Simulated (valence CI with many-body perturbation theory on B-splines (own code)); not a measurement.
# E1 transitions of Pt47+

Level of theory: relativistic CI+MBPT: three valence electrons over a frozen Dirac-Fock core [Ar] 3d10, a basis of 11 s, 11 p, 10 d, 8 f, 5 g, 2 h functions for each j, with the one-electron correlation potential Σ1 (screened to all orders), the two-electron term Σ2, the three-electron term Σ3, Breit, model QED; selected single and double excitations, second order for the rest, scaled by the run's own slope (own B-spline code, finite nucleus).

The last digits are not significant, and no measured levels were compared; by estimate large intervals hold to a few tenths of a per cent, small ones and those within an open d or f shell to about a per cent.

Lines 201 to 250 of 554 in falling wavelength, among levels below 7707.6 × 10³ cm⁻¹, chosen from the strongest by gf and those to the six lowest levels. Wavelengths and rates use the calculated energies. Electric multipoles are in the length gauge, E1 and E2 with the static RPA response of the core. Weak lines are less certain than strong ones. Lines between different terms over intervals too small for the method are left out, as are lines whose strength nearly cancels. Where a level lies close to another of its J and parity, the split of strength between their lines is uncertain. The highest levels of a list are the least certain.

Levels are named by their leading jj configuration (3d3/2^4 stands for four electrons in 3d with j = 3/2), which in mixed levels can hold well under half, so a name can repeat and another be missing. Letters in brackets count levels of one name in rising energy.

```tsv
λ vac (nm)	Upper	Lower	A (s⁻¹)	S (a.u.) with core polarisation	S without
6.031	(4p1/2 4p3/2 4f5/2) J=3/2 [b]	(4p1/2 4p3/2 4d3/2) J=1/2 [b]	1.85e+11	8.02e-02	8.44e-02
6.030	(4s^2 4f5/2) J=5/2	(4s^2 4d3/2) J=3/2	8.36e+10	5.43e-02	5.68e-02
6.023	(4s 4p3/2 4f7/2) J=5/2 [a]	(4s 4p3/2 4d3/2) J=3/2 [b]	1.65e+11	1.07e-01	1.13e-01
6.013	(4p1/2 4p3/2 4f7/2) J=7/2 [b]	(4p1/2 4p3/2 4d3/2) J=5/2 [b]	1.97e+11	1.69e-01	1.78e-01
6.009	(4s 4p1/2 4d5/2) J=5/2 [b]	(4s 4p1/2 4p3/2) J=5/2	1.21e+11	7.74e-02	8.18e-02
6.006	(4s 4d5/2 4f7/2) J=11/2	(4s 4p3/2 4f7/2) J=9/2 [a]	8.82e+10	1.13e-01	1.20e-01
6.003	(4p3/2^2 4d5/2) J=5/2 [b]	(4p3/2^3) J=3/2	1.12e+12	7.17e-01	7.56e-01
5.984	(4s 4p1/2 4f5/2) J=3/2	(4s 4p1/2 4d3/2) J=1/2	1.95e+11	8.26e-02	8.68e-02
5.972	(4s 4p1/2 4d5/2) J=3/2	(4s 4p1/2 4p3/2) J=5/2	3.03e+10	1.28e-02	1.35e-02
5.971	(4p1/2 4d5/2^2) J=5/2	(4p1/2 4p3/2 4d5/2) J=5/2 [a]	9.97e+10	6.29e-02	6.64e-02
5.971	(4s 4p3/2 4f7/2) J=9/2 [a]	(4s 4p3/2 4d3/2) J=7/2	7.12e+10	7.47e-02	7.85e-02
5.965	(4s 4d5/2 4f7/2) J=5/2	(4s 4p3/2 4f7/2) J=7/2 [a]	1.33e+11	8.33e-02	8.79e-02
5.961	(4s 4d3/2 4f5/2) J=3/2 [a]	(4s 4d3/2^2) J=3/2	1.23e+11	5.14e-02	5.40e-02
5.959	(4s 4d3/2 4f5/2) J=7/2 [b]	(4s 4d3/2^2) J=5/2	1.45e+11	1.21e-01	1.27e-01
5.945	(4p1/2 4p3/2 4f5/2) J=7/2 [b]	(4p1/2 4p3/2 4d3/2) J=5/2 [b]	5.19e+11	4.31e-01	4.54e-01
5.944	(4s 4d3/2 4f5/2) J=5/2 [a]	(4s 4d3/2^2) J=3/2	8.00e+10	4.97e-02	5.22e-02
5.940	(4s 4d5/2 4f5/2) J=9/2 [a]	(4s 4d3/2 4d5/2) J=9/2	1.56e+11	1.61e-01	1.69e-01
5.940	(4s 4d3/2 4f5/2) J=3/2 [b]	(4s 4d3/2^2) J=1/2	1.35e+11	5.59e-02	5.86e-02
5.919	(4s 4d3/2 4d5/2) J=5/2 [b]	(4s 4p3/2 4d3/2) J=3/2 [a]	1.82e+11	1.12e-01	1.17e-01
5.915	(4p3/2^2 4d3/2) J=7/2	(4s 4p3/2 4d5/2) J=5/2 [b]	1.34e+11	1.09e-01	1.15e-01
5.912	(4s 4d5/2 4f5/2) J=1/2 [a]	(4s 4d3/2 4d5/2) J=3/2 [b]	2.65e+11	5.40e-02	5.69e-02
5.874	(4s 4p3/2 4f5/2) J=5/2 [b]	(4s 4p3/2 4d3/2) J=3/2 [b]	1.06e+11	6.37e-02	6.68e-02
5.866	(4s 4d3/2 4f5/2) J=1/2	(4s 4d3/2^2) J=1/2	4.07e+11	8.12e-02	8.54e-02
5.865	(4s 4d5/2^2) J=3/2	(4s 4p3/2 4d5/2) J=3/2 [a]	1.48e+11	5.90e-02	6.22e-02
5.860	(4s 4d3/2 4f5/2) J=5/2 [b]	(4s 4d3/2^2) J=5/2	1.79e+11	1.07e-01	1.12e-01
5.857	(4s 4p3/2 4f5/2) J=7/2	(4s 4p3/2 4d3/2) J=5/2 [a]	3.28e+11	2.60e-01	2.74e-01
5.850	(4p1/2 4d5/2^2) J=9/2	(4p1/2 4p3/2 4d5/2) J=9/2	4.92e+10	4.87e-02	5.13e-02
5.835	(4s 4d5/2^2) J=1/2	(4s 4p3/2 4d5/2) J=3/2 [a]	2.49e+11	4.89e-02	5.16e-02
5.833	(4p1/2 4p3/2 4f7/2) J=9/2 [a]	(4p1/2 4p3/2 4d3/2) J=7/2	2.03e+11	1.99e-01	2.10e-01
5.821	(4s 4d5/2 4f5/2) J=5/2 [a]	(4s 4d3/2 4d5/2) J=5/2 [a]	2.89e+11	1.69e-01	1.78e-01
5.819	(4s 4d5/2 4f5/2) J=9/2 [b]	(4s 4p3/2 4f5/2) J=7/2	9.84e+10	9.57e-02	1.01e-01
5.805	(4s 4p3/2 4d5/2) J=7/2 [b]	(4s 4p3/2^2) J=5/2	7.87e+11	6.08e-01	6.41e-01
5.798	(4s 4d5/2 4f5/2) J=3/2 [a]	(4s 4d3/2 4d5/2) J=3/2 [a]	2.91e+11	1.12e-01	1.18e-01
5.789	(4s 4p3/2 4f5/2) J=5/2 [a]	(4s 4p3/2 4d3/2) J=5/2 [a]	1.81e+11	1.04e-01	1.09e-01
5.787	(4s 4p1/2 4f5/2) J=7/2	(4s 4p1/2 4d3/2) J=5/2	1.34e+11	1.03e-01	1.07e-01
5.784	(4s 4p3/2 4f5/2) J=5/2 [a]	(4s 4p3/2 4d3/2) J=3/2 [a]	2.74e+11	1.57e-01	1.65e-01
5.774	(4s 4d5/2^2) J=9/2 [a]	(4s 4p3/2 4d3/2) J=7/2	7.09e+11	6.74e-01	7.10e-01
5.774	(4s 4d5/2 4f5/2) J=7/2 [a]	(4s 4d3/2 4d5/2) J=7/2 [a]	2.46e+11	1.87e-01	1.97e-01
5.762	(4p1/2 4p3/2 4f5/2) J=9/2	(4p1/2 4p3/2 4d3/2) J=7/2	4.38e+11	4.14e-01	4.36e-01
5.754	(4s 4p1/2 4d5/2) J=5/2 [b]	(4s 4p1/2 4p3/2) J=3/2 [a]	1.47e+10	8.28e-03	8.73e-03
5.751	(4s 4p3/2 4f5/2) J=3/2 [a]	(4s 4p3/2 4d3/2) J=1/2 [a]	1.34e+11	5.03e-02	5.30e-02
5.750	(4s 4p3/2 4f5/2) J=3/2 [a]	(4s 4p3/2 4d3/2) J=3/2 [a]	2.15e+11	8.05e-02	8.48e-02
5.743	(4p1/2^2 4f5/2) J=5/2	(4p1/2^2 4d3/2) J=3/2	3.23e+11	1.81e-01	1.91e-01
5.732	(4s 4p3/2 4f7/2) J=5/2 [b]	(4s 4p3/2 4d5/2) J=5/2 [a]	9.58e+10	5.34e-02	5.64e-02
5.728	(4s 4d3/2 4d5/2) J=1/2	(4s 4p3/2 4d3/2) J=1/2 [a]	3.24e+11	6.01e-02	6.34e-02
5.723	(4s 4d3/2 4f7/2) J=7/2 [b]	(4s 4d3/2^2) J=5/2	1.16e+11	8.57e-02	9.02e-02
5.720	(4p1/2 4p3/2 4f5/2) J=7/2 [a]	(4p1/2 4p3/2 4d3/2) J=5/2 [a]	4.54e+11	3.35e-01	3.53e-01
5.719	(4s 4p1/2 4d5/2) J=3/2	(4s 4p1/2 4p3/2) J=3/2 [a]	1.06e+11	3.90e-02	4.12e-02
5.718	(4p1/2 4p3/2 4f5/2) J=5/2 [a]	(4p1/2 4p3/2 4d3/2) J=3/2 [a]	4.67e+11	2.59e-01	2.72e-01
5.714	(4s 4d3/2 4f5/2) J=5/2 [b]	(4s 4d3/2^2) J=3/2	4.80e+11	2.65e-01	2.79e-01
```
